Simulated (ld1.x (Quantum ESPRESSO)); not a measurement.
# chromium (Cr) RRKJ: all-electron and pseudo phase curves

ld1.x (Quantum ESPRESSO) 7.5 input, shortened:

```
&input
   title='Cr', zed=24., rel=1, dft='PBE', iswitch=3,
   config='[Ar] 3d5 4s1 4p0'
 /
 &inputp
   pseudotype=2, tm=.false., rho0=0.001, lloc=0,
   nlcc=.true., new_core_ps=.true., rcore=1.10
 /
3
3P  2  1   6.00   0.00  1.00  1.00  0.0
3D  3  2   5.00   0.00  2.00  2.00  0.0
4S  1  0   1.00   0.00  2.80  2.80  0.0
 &test
   configts(1)='3p6 3d5 4s1 4p0'
 /
```

The phase is arctan(r·u′/u) with u = r·R(r), unwrapped; energies in Ry, scanned from -5 to 5 Ry. A pole is an energy at which the radial function vanishes at the test radius. The pseudo phase is shifted by a multiple of π to meet the all-electron one at the reference energy, and phase errors are pseudo minus all-electron; the curves can meet again beyond the range given. Levels narrower than the energy grid can be missing from the lists of poles.

Problem. For each channel, where are the poles, and over which energies does the pseudopotential scatter like the atom?

Solution.

```csv
channel,radius (bohr),reference energy (Ry),"poles, all-electron","poles, pseudo",unbroken range about the reference energy with phases within 0.05 rad,phase error 1 Ry above the reference energy (rad)
s,3.05,-0.29,0.99,"0.93, 4.75",below 1.8,-0.009
p,3.05,-3.34,"-3.33, 1.77","-3.33, 2.72",below -0.6,+0.002
d,3.05,-0.21,"-0.09, 3.17","-0.09, 4.28",below 0.5,+0.111
```

Phases in the d channel:

| E (Ry) | all-electron | pseudo |
| --- | --- | --- |
| -5.00 | 1.426 | 1.426 |
| -4.74 | 1.423 | 1.423 |
| -4.48 | 1.418 | 1.419 |
| -4.22 | 1.414 | 1.414 |
| -3.96 | 1.409 | 1.409 |
| -3.70 | 1.404 | 1.404 |
| -3.44 | 1.398 | 1.398 |
| -3.18 | 1.391 | 1.391 |
| -2.92 | 1.383 | 1.384 |
| -2.66 | 1.375 | 1.375 |
| -2.40 | 1.365 | 1.366 |
| -2.14 | 1.353 | 1.354 |
| -1.88 | 1.340 | 1.341 |
| -1.62 | 1.322 | 1.324 |
| -1.36 | 1.300 | 1.302 |
| -1.10 | 1.269 | 1.272 |
| -0.84 | 1.221 | 1.225 |
| -0.58 | 1.118 | 1.125 |
| -0.32 | 0.483 | 0.498 |
| -0.06 | -1.625 | -1.617 |
| 0.20 | -1.836 | -1.815 |
| 0.46 | -1.965 | -1.923 |
| 0.72 | -2.131 | -2.041 |
| 0.98 | -2.440 | -2.220 |
| 1.24 | -3.092 | -2.545 |
| 1.50 | -3.858 | -3.141 |
| 1.76 | -4.250 | -3.785 |
| 2.02 | -4.436 | -4.157 |
| 2.28 | -4.541 | -4.349 |
| 2.54 | -4.609 | -4.460 |
| 2.80 | -4.658 | -4.532 |
| 3.06 | -4.698 | -4.583 |
| 3.32 | -4.732 | -4.622 |
| 3.58 | -4.764 | -4.652 |
| 3.84 | -4.796 | -4.677 |
| 4.10 | -4.830 | -4.699 |
| 4.36 | -4.872 | -4.718 |
| 4.62 | -4.925 | -4.736 |
| 4.88 | -5.005 | -4.753 |
